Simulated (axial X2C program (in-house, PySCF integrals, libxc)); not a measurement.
**PdC⁺: from Re and ωe to a spectrum**

A bond curve at the PBE0 level, with spin–orbit coupling, was computed with an axial X2C code built on PySCF integrals (basis Pd dyall-cv3z [12s12p8d5f3g], C dyall-v3z [7s6p2d1f] (cores contracted in-house)) for the state Ω = 1/2 (⟨Sz⟩ = 0.49, ⟨Lz⟩ = 0.01 at PBE0). Its fit gives Re = 1.6860 Å, ωe = 902.5 cm⁻¹, ωexe = 4.71 cm⁻¹ and αe = 3.752e-03 cm⁻¹; the masses are 105.9035 and 12.0000 u. Two-component means X2C with spin–orbit coupling and atomic mean-field Coulomb and Gaunt terms.

(1) Find the reduced mass, Be and the force constant.

(2) A Morse curve ties αe to the other constants (Pekeris). How well does that hold?

(3) Estimate the centrifugal constant by the Kratzer relation.

(4) Where do the fundamental and the first overtone lie?

The state is one determinant whose occupation by symmetry is held fixed; it was picked as the lowest of a PBE0 search that is not exhaustive. Density functionals use the spin component along the axis (collinear). PBE0 can misorder states that lie within some tenths of an eV, so this need not be the ground state of the molecule. The nearest other 2c determinant of the search, Ω = 3/2, lies 0.37 eV up at the distance of the search.

Results:

(1) From the PBE0 values: μ = 10.7787 u. Be = 16.8576/(μ Re²) = 0.5502 cm⁻¹. k = 5.8918×10⁻⁷ μ ωe² = 5.17 mdyn/Å.

(2) αe(Morse) = 6Be²/ωe × (√(ωexe/Be) − 1) = 3.876e-03 cm⁻¹; the PBE0 curve gives 3.752e-03 cm⁻¹, a ratio of 1.03.

(3) D = 4Be³/ωe² = 8.18e-07 cm⁻¹.

(4) ν(1←0) = ωe − 2ωexe = 893.1 cm⁻¹; ν(2←0) = 2ωe − 6ωexe = 1776.7 cm⁻¹.
